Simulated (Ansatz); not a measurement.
Abridged output of a molecular run in Ansatz:

```
Functional definition: HF
1900 factors; integrals over basis functions are off by at most 8.4e-4 eV
mean field evaluation 1: about -125008.2664 eV, gradient 5.2e1 eV
mean field evaluation 2: about -125008.4790 eV, gradient 5.2e1 eV
mean field evaluation 4: about -125014.1404 eV, gradient 4.1e0 eV
mean field evaluation 8: about -125014.2361 eV, gradient 3.8e-1 eV
mean field evaluation 16: about -125014.2365 eV, gradient 1.3e-6 eV
mean field -125014.23646802 eV, -4594.1884525066 hartree, gradient 1.3e-6 eV, S^2 0.000000; 0 other end points of the search recorded, 0 dependent functions left out
25 core orbitals not correlated: weight in the atoms' cores, before any rotation towards them, 1.000 or more for the frozen orbitals, at most 0.000 for the correlated occupied ones
reference -125014.23646802 eV, -4594.1884525066 hartree; 26, 26 occupied and 261, 261 virtual orbitals, 1900 factors
second order -30.79610163 eV of doubles, -0.00000000 eV of singles
cycle   1  -30.69890630 eV  change    9.7e-2 eV  update   1.4e-1
cycle   2  -31.65153198 eV  change   -9.5e-1 eV  update   4.1e-2
cycle   3  -31.82711700 eV  change   -1.8e-1 eV  update   2.2e-2
cycle   4  -31.80387270 eV  change    2.3e-2 eV  update   5.2e-3
cycle   5  -31.80133246 eV  change    2.5e-3 eV  update   2.4e-3
cycle   6  -31.80243574 eV  change   -1.1e-3 eV  update   6.6e-4
cycle   7  -31.80192799 eV  change    5.1e-4 eV  update   2.7e-4
cycle   8  -31.80182628 eV  change    1.0e-4 eV  update   8.9e-5
cycle   9  -31.80187481 eV  change   -4.9e-5 eV  update   3.5e-5
perturbative correction -1.15738585 eV, -0.0425331455 hartree
Total energy: -125047.19572868 eV, -4595.3996829954 hartree
```

Its atoms:

Cartesian coordinates in Å:
```
O 1.695 0.587 -1.114
Ge 0.139 -0.028 -0.479
O -0.989 -0.320 -1.838
Si 0.631 -2.187 0.400
Ge -0.830 1.672 0.983
H 1.663 1.507 -1.383
H -1.367 0.483 -2.203
H -0.624 -2.791 0.915
H 1.211 -3.045 -0.663
H 1.596 -2.039 1.519
H -2.184 1.207 1.540
H 0.114 1.991 2.153
H -1.055 2.965 0.172
```

Which basis set was used?
A. cc-pV(Q+d)Z
B. def2-SVPD
C. def2-TZVPP
D. cc-pV(D+d)Z

C. It gives 312 functions.

Write the keys of the input that set method, charge and spin (a neutral closed shell needs none for the last two).


```yaml
correlation: {method: ccsd_t}
```
